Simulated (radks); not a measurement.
The numbers below are computed, except where a source is named.
The table gives one normalised radial function P(r) = r R(r) (large component) of Au65+ in [Ne] 3s2 3p2 (r in bohr). Level of theory: Dirac Kohn-Sham, LDA (Slater exchange, Perdew-Wang correlation), spin-unpolarised, spherical densities, finite nucleus; open shells fill j = l - 1/2 first; Fermi nuclear charge, rms radius 5.4371 fm (a radial shooting solver on a logarithmic mesh with Libxc functionals).

| r | P |
|---|---|
| 0.00186 | 0.0966 |
| 0.002309 | 0.1231 |
| 0.002865 | 0.1578 |
| 0.003556 | 0.2035 |
| 0.004413 | 0.2636 |
| 0.005477 | 0.3422 |
| 0.006798 | 0.4439 |
| 0.008437 | 0.5737 |
| 0.01047 | 0.7352 |
| 0.01289 | 0.9210 |
| 0.016 | 1.1395 |
| 0.01986 | 1.3667 |
| 0.02465 | 1.5679 |
| 0.03059 | 1.6865 |
| 0.03796 | 1.6444 |
| 0.04712 | 1.3550 |
| 0.05848 | 0.7547 |
| 0.07258 | -0.1471 |
| 0.08936 | -1.1764 |
| 0.1109 | -2.1522 |
| 0.1376 | -2.7110 |
| 0.1708 | -2.6397 |
| 0.212 | -2.0089 |
| 0.2631 | -1.1666 |
| 0.3266 | -0.4941 |
| 0.4053 | -0.1433 |
| 0.503 | -0.0262 |

Which n and l does it have? It may be an empty orbital.

Answer. n = 3, l = 1: the number of nodes gives n - l - 1 = 1, the rise at small r points to l (for j = l - 1/2 the large component starts outside the nucleus as r^gamma with gamma = sqrt(l^2 - (Z/c)^2) = 0.82 and the r^(l+1) term takes over further out; the orbital of l - 1 with the same j starts with the same power, but with a larger coefficient, and does not steepen), and the extent must fit the shell. The curve is that of 3p1/2; the two j differ most near the nucleus, where j = l - 1/2 has the larger amplitude, and in heavy atoms j = l - 1/2 is also the more compact. 3p1/2: eigenvalue -7708.9 eV, 1 radial node at r = 0.0703 bohr, <r> = 0.158 bohr, 90 % of the charge inside 0.237 bohr.
